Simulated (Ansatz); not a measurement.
Isolated molecules relaxed with PBE0-D4/def2-TZVP in Ansatz; ΔE leaves out vibrations. CBS: MP2 limit from def2 TZ/QZ plus the TZ coupled-cluster correction, frozen cores. This one scheme is used for every species. Functionals use def2-TZVPP. B3LYP here is the variant with VWN-RPA as its local correlation; programs differ in this. One conformer a species, not always the lowest.

`C[SiH](O)C=O` + BH₃ → `B[SiH](O)C=O` + CH₄  (formal exchange of groups at the Si–C bond)

```json
{"level": "PBE-D4", "ΔE (kcal/mol)": "0.3", "difference from CCSD(T)/CBS": "-4.4"}
{"level": "B2PLYP", "ΔE (kcal/mol)": "4.4", "difference from CCSD(T)/CBS": "-0.3"}
{"level": "PBE", "ΔE (kcal/mol)": "0.0", "difference from CCSD(T)/CBS": "-4.7"}
{"level": "B3LYP", "ΔE (kcal/mol)": "3.0", "difference from CCSD(T)/CBS": "-1.7"}
{"level": "MP2/def2-TZVPP", "ΔE (kcal/mol)": "6.5", "difference from CCSD(T)/CBS": "1.8"}
{"level": "SCS-MP2/def2-TZVPP", "ΔE (kcal/mol)": "6.3", "difference from CCSD(T)/CBS": "1.6"}
{"level": "CCSD(T)/def2-TZVPP", "ΔE (kcal/mol)": "4.7", "difference from CCSD(T)/CBS": "0.0"}
{"level": "SCS-MP2/def2-QZVPP", "ΔE (kcal/mol)": "6.3", "difference from CCSD(T)/CBS": "1.6"}
{"level": "MP2/CBS(def2)", "ΔE (kcal/mol)": "6.4", "difference from CCSD(T)/CBS": "1.7"}
{"level": "CCSD/CBS(def2)", "ΔE (kcal/mol)": "4.9", "difference from CCSD(T)/CBS": "0.2"}
{"level": "CCSD(T)/CBS", "ΔE (kcal/mol)": "4.7", "difference from CCSD(T)/CBS": "0"}
```

Largest T1 diagnostic among the species: 0.016.

From PBE to PBE0 (25 % exact exchange), in def2-TZVPP and without D4, ΔE moves by +2.3 kcal/mol.
